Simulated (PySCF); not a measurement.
## Bond curve of NaBe⁺

Set-up: basis Na def2-SVPD, Be def2-SVPD; no relativity; PySCF 2.14. Energies in eV from Na⁺ + Be in their ground configurations at the same level. State: ¹Σ⁺ (singlet), closed shell.

All columns are TPSSh. A positive dipole points towards Be; it is taken about the centre of mass and depends on that origin.

```json
{"R (Å)": "2.571", "E (eV)": "-0.308", "μ (D)": "-0.04", "Mulliken charge on Na (basis-dependent)": "0.62", "HOMO (eV)": "-11.49", "LUMO (eV)": "-7.22", "Mayer bond order": "0.60", "⟨S²⟩": "0.00"}
{"R (Å)": "2.691", "E (eV)": "-0.386", "μ (D)": "-0.18", "Mulliken charge on Na (basis-dependent)": "0.65", "HOMO (eV)": "-11.35", "LUMO (eV)": "-7.18", "Mayer bond order": "0.57", "⟨S²⟩": "0.00"}
{"R (Å)": "2.811", "E (eV)": "-0.430", "μ (D)": "-0.34", "Mulliken charge on Na (basis-dependent)": "0.68", "HOMO (eV)": "-11.21", "LUMO (eV)": "-7.13", "Mayer bond order": "0.53", "⟨S²⟩": "0.00"}
{"R (Å)": "2.900", "E (eV)": "-0.447", "μ (D)": "-0.48", "Mulliken charge on Na (basis-dependent)": "0.70", "HOMO (eV)": "-11.10", "LUMO (eV)": "-7.10", "Mayer bond order": "0.50", "⟨S²⟩": "0.00"}
{"R (Å)": "2.990", "E (eV)": "-0.454", "μ (D)": "-0.63", "Mulliken charge on Na (basis-dependent)": "0.73", "HOMO (eV)": "-11.00", "LUMO (eV)": "-7.06", "Mayer bond order": "0.47", "⟨S²⟩": "0.00"}
{"R (Å)": "3.080", "E (eV)": "-0.451", "μ (D)": "-0.78", "Mulliken charge on Na (basis-dependent)": "0.75", "HOMO (eV)": "-10.89", "LUMO (eV)": "-7.02", "Mayer bond order": "0.44", "⟨S²⟩": "0.00"}
{"R (Å)": "3.199", "E (eV)": "-0.439", "μ (D)": "-1.00", "Mulliken charge on Na (basis-dependent)": "0.78", "HOMO (eV)": "-10.76", "LUMO (eV)": "-6.97", "Mayer bond order": "0.39", "⟨S²⟩": "0.00"}
{"R (Å)": "3.349", "E (eV)": "-0.414", "μ (D)": "-1.30", "Mulliken charge on Na (basis-dependent)": "0.81", "HOMO (eV)": "-10.59", "LUMO (eV)": "-6.90", "Mayer bond order": "0.34", "⟨S²⟩": "0.00"}
{"R (Å)": "3.528", "E (eV)": "-0.375", "μ (D)": "-1.67", "Mulliken charge on Na (basis-dependent)": "0.84", "HOMO (eV)": "-10.39", "LUMO (eV)": "-6.84", "Mayer bond order": "0.29", "⟨S²⟩": "0.00"}
{"R (Å)": "3.767", "E (eV)": "-0.318", "μ (D)": "-2.20", "Mulliken charge on Na (basis-dependent)": "0.88", "HOMO (eV)": "-10.14", "LUMO (eV)": "-6.77", "Mayer bond order": "0.22", "⟨S²⟩": "0.00"}
```

A fit through these points gives, at Re = 3.010 Å, μ = -0.66 D and dμ/dR = -1.71 D/Å; the reduced mass is 6.474 u.

Problem. How strong is the fundamental in the double-harmonic approximation, I = 42.26·(dμ/dR)²/μred km/mol?

Solution. I = 42.26·(-1.71)²/6.474 = 19.1 km/mol at TPSSh.

Closed-shell solutions of metal pairs were not tested for spin polarisation, which can lower them a little. For an ion De counts to the pair picked by the measured ionisation energies or electron affinities, which need not be the lowest pair at this level.
